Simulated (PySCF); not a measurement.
This script is equivalent to a calculation on Mg+ (magnesium, charge +1).

```python
from pyscf import gto, scf, dft, mp, cc
import basis_set_exchange as bse
mol = gto.M(atom="Mg 0 0 0", charge=1, spin=1, symmetry="D2h",
            basis=gto.basis.parse(bse.get_basis("aug-cc-pCVQZ", elements=["Mg"], fmt="nwchem")))
mf = dft.UKS(mol, xc="MN15")
mf.irrep_nelec = {'Ag': (3, 2), 'B1u': (1, 1), 'B2u': (1, 1), 'B3u': (1, 1)}
mf.kernel()
```

(1) What total energy does it give?

(2) Which occupied shell lies highest, and where?

(3) What is ⟨S²⟩, and what would a pure spin state give?

Answers

(1) -199.738 hartree (calculated).

(2) 3s α, at -12.797 eV.

(3) 0.750, against 0.75.
